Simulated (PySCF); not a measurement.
## Assignment exercise: C₈H₁₃N

Bonds: C1-C2, C2-C3, C3-C4, C4-C5, C5-C6, C6-C7, C7-C8, C8-N9, C8-C4. C1 carries H10, H11, H12; C2 carries H13, H14; C3 carries H15, H16; C4 carries H17; C5 carries H18, H19; C6 carries H20; C7 carries H21; N9 carries H22.

[PySCF 2.14.0 with density-fitted response routines: shielding tensors at PBE0/pcSseg-1 (GIAO); coordinates at the GFN2-xTB level; rapidly exchanging positions averaged; a single conformation; non-relativistic Hamiltonian; gas phase]

Chemical shifts δ = σref − σ; 13C and 1H vs TMS, all at this level.

Problem. Assign these signals to the numbered atoms. 13C{1H} NMR (computed): δ 192.1 (C), 159.2 (CH), 144.7 (CH), 46.4 (CH), 42.9 (CH2), 42.5 (CH2), 27.2 (CH2), 17.2 (CH3).

Solution. 
192.1 → C8, carbon bonded to 2 C, N
159.2 → C6, carbon bonded to 2 C, H
144.7 → C7, carbon bonded to 2 C, H
46.4 → C4, carbon bonded to 3 C, H
42.9 → C3, carbon bonded to 2 C, 2 H
42.5 → C5, carbon bonded to 2 C, 2 H
27.2 → C2, carbon bonded to 2 C, 2 H
17.2 → C1, carbon bonded to C, 3 H

C3 and C5 lie closer than the usual error of such a calculation, so a measured spectrum could show them in the other order.

Problem. Assign these signals to the numbered atoms. 1H NMR (400 MHz, computed): δ 10.39 (br s, 1H), 7.12 (m, 1H), 6.54 (d, 1H), 2.86 (m, 1H), 2.22 (m, 1H), 1.96 (m, 1H), 1.47 (m, 1H), 1.44 (m, 1H), 1.23 (m, 1H), 1.08 (m, 3H), 0.90 (m, 1H).

Solution. 
```tsv
δ (ppm)	atoms	environment	reason
10.39	H22	hydrogen on a nitrogen bonded to C	–
7.12	H20	hydrogen on a carbon bonded to 2 C	–
6.54	H21	hydrogen on a carbon bonded to 2 C	–
2.86	H18	hydrogen on a carbon bonded to 2 C	–
2.22	H19	hydrogen on a carbon bonded to 2 C	–
1.96	H17	hydrogen on a carbon bonded to 3 C	–
1.47	H15	hydrogen on a carbon bonded to 2 C	–
1.44	H13	hydrogen on a carbon bonded to 2 C	–
1.23	H14	hydrogen on a carbon bonded to 2 C	–
1.08	H10/H11/H12	hydrogen on a carbon bonded to C	–
0.90	H16	hydrogen on a carbon bonded to 2 C	–
```

H15 and H13 lie closer than the usual error of such a calculation, so a measured spectrum could show them in the other order.

The OH or NH signal is concentration- and solvent-dependent in practice; the value given is the gas-phase one. Shifts are as computed. Against solution values, carbons near 30 ppm lie about +3 ppm off and those near 130 ppm about +5 ppm. Of 1211 compounds with measured shifts, 218 miss one by over three times the rms of a fit or turn the order of signals round; such compounds aren't used in these exercises. Multiplicities follow the n + 1 count of equivalent neighbours, as no J values were calculated; m marks all less simple cases, F and P coupling included.
